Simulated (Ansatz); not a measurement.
CHNSi, SMILES `N#C[SiH]` (excited triplet) (charge 0, multiplicity 3). This triplet is an excited state, 1.09 eV above the relaxed singlet at the level B3LYP/cc-pVTZ // PBE0-D3(BJ)/def2-TZVP (Ansatz, a first-principles code).

Cartesian coordinates (Å):
```xyz
4

N      1.9529    -0.2361     0.0224
C      0.8401     0.0150    -0.1844
Si    -0.8546     0.4882    -0.5784
H     -1.9384    -0.2671     0.0935
```
Charge 0, spin multiplicity 3.

Frozen-core energies in 6-31g from Ansatz at a geometry from PBE0-D3(BJ)/def2-TZVP; the HF reference has <S^2> = 2.21 and the T1 diagnostic is 0.045.

| level | energy (Ha) |
|---|---|
| HF | -381.66980 |
| MP2 | -381.88098 |
| CCSD | -381.90939 |
| CCSD(T) | -381.91717 |

Estimate the energies of CCSDT, CCSDT(Q) and CCSDTQ, and give each level's difference from CCSDTQ.


```csv
level,energy (Ha),difference from CCSDTQ (mHa)
MP2,-381.88098,38.28
CCSD,-381.90939,9.88
CCSD(T),-381.91717,2.10
CCSDT,-381.91783,1.44
CCSDT(Q),-381.91932,-0.05
CCSDTQ,-381.91927,0.00
```
